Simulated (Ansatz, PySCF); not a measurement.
Dimer: CHN (SMILES C#N) (first 3 atoms) with C2H3N (SMILES CC#N); geometry from B3LYP-D3(BJ)/def2-TZVP.
(charge 0, multiplicity 1):
```xyz
9

C      0.33630     0.29153     0.28051
N     -0.60583    -0.34621     0.13865
H      1.21049     0.88082     0.45005
C     -0.66687    -0.63006     3.69109
C      0.50122     0.19423     3.43624
N      1.41888     0.84439     3.19657
H     -1.37861    -0.09237     4.31761
H     -1.14214    -0.87802     2.74042
H     -0.37544    -1.55117     4.19593
```

Counterpoise-corrected where a basis set is named; no monomer relaxation.

Rows in 6-31G* carry no dispersion term and start afresh at each structure (6-31G* with six Cartesian d functions).

Programs: Ansatz (Gaussian orbitals); PySCF for 6-31G* rows, the dispersion terms. Values without a source in brackets are computed.

**Question.** Predict the interaction energy from HF/6-31G*.

**Answer.** -2.7 kcal/mol

Ansatz is a first-principles code.
